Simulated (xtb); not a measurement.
PbI₃, SMILES [Pb-]([I])([I])[I], charge -1. All values are semi-empirical tight-binding results from xtb (GFN2-xTB unless named), good for trends rather than for accurate numbers. Coordinates come from a GFN2-xTB optimisation. The isomer is the one that the SMILES or the coordinates give; other isomers of the formula were not compared.

Optimised geometry:

Bonds (Å): Pb1–I2 2.845, Pb1–I3 2.845, Pb1–I4 2.845. Bond angles (°): I2–Pb1–I3 102.7, I2–Pb1–I4 102.7, I3–Pb1–I4 102.7.
Charge -1, spin multiplicity 1.

For metal compounds this method's bond lengths and energies can be far off.

The point group as xtb finds it is C3v. The orbital gap comes out as 5.61 eV and the zero-point energy is 0.8 kcal/mol. The G − E(el) at 298.15 K (modified RRHO) is -23.0 kcal/mol.

Computed atomic charges and the Wiberg bond orders between heavy atoms:
charges (e) Pb1 0.41, I2 -0.47, I3 -0.47, I4 -0.47. Bond orders Pb1–I2 0.73, Pb1–I3 0.73, Pb1–I4 0.73.
